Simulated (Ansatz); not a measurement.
Job for Ansatz (a quantum-chemistry and plane-wave program): R-r2SCAN/def2-TZVPPD on C2H9NO (a complex). Files ending in .json are basis or fitting sets from the Basis Set Exchange.

Ansatz 0.2 input:
```yaml
crystal:
  periodic: [false, false, false]
  atoms:
    - {symbol: N, position_ang: [0.02759467, -0.06639795, 0.46094926]}
    - {symbol: H, position_ang: [-0.92041944, -0.34525065, 0.23491885]}
    - {symbol: H, position_ang: [0.27489289, 0.70251511, -0.15196981]}
    - {symbol: H, position_ang: [0.63870079, -0.84437725, 0.23990681]}
    - {symbol: C, position_ang: [-0.11833525, -1.25100268, 4.22418861]}
    - {symbol: C, position_ang: [-0.50047225, 0.21308964, 4.04760961]}
    - {symbol: O, position_ang: [0.38358329, 0.91316886, 3.19423249]}
    - {symbol: H, position_ang: [-0.79045521, -1.74907308, 4.92834996]}
    - {symbol: H, position_ang: [0.90261484, -1.33348690, 4.60104392]}
    - {symbol: H, position_ang: [-0.17212954, -1.78415002, 3.27167852]}
    - {symbol: H, position_ang: [-1.53610431, 0.28396639, 3.68449482]}
    - {symbol: H, position_ang: [-0.46693676, 0.72401793, 5.01275829]}
    - {symbol: H, position_ang: [0.27716409, 0.56315497, 2.28832008]}
basis:
  gaussian:
    orbitals: def2-TZVPPD.json
hamiltonian:
  xc: {name: r2SCAN}
scf: {lower_state_search: off}
```

The log:

```
WARN ansatz: RAYON_NUM_THREADS=1 ignored (pool sized by the plan → 1); use --threads N
Functional definition: r2SCAN
these checks for a lower state are left out or cut short: stability, starts, cluster_reference, orbital_swaps, neighbouring_geometries, increment
integrals: 0.21 GiB planned
1242 factors; their error is unknown
mean field: 1.75 GiB planned
mean field evaluation 1: about -5742.0178 eV, gradient 8.8e1 eV
mean field evaluation 2: about -5718.1946 eV, gradient 1.3e2 eV
mean field evaluation 4: about -5757.0812 eV, gradient 1.1e1 eV
mean field evaluation 8: about -5757.3124 eV, gradient 2.8e-1 eV
mean field evaluation 16: about -5757.2705 eV, gradient 2.0e-4 eV
mean field -5757.27049235 eV, -211.5757881758 hartree, gradient 2.8e-6 eV, S^2 0.000000; 0 other end points of the search recorded, 0 dependent functions left out
reference -5757.27050935 eV, -211.5757888006 hartree; 18, 18 occupied and 286, 286 virtual orbitals, 1242 factors
Total energy: -5757.27050935 eV, -211.5757888006 hartree
Checks for a lower state left out: stability, starts, cluster_reference, orbital_swaps, neighbouring_geometries, increment
```

Self-consistency was reached.

Cost: roughly 9 core-seconds.
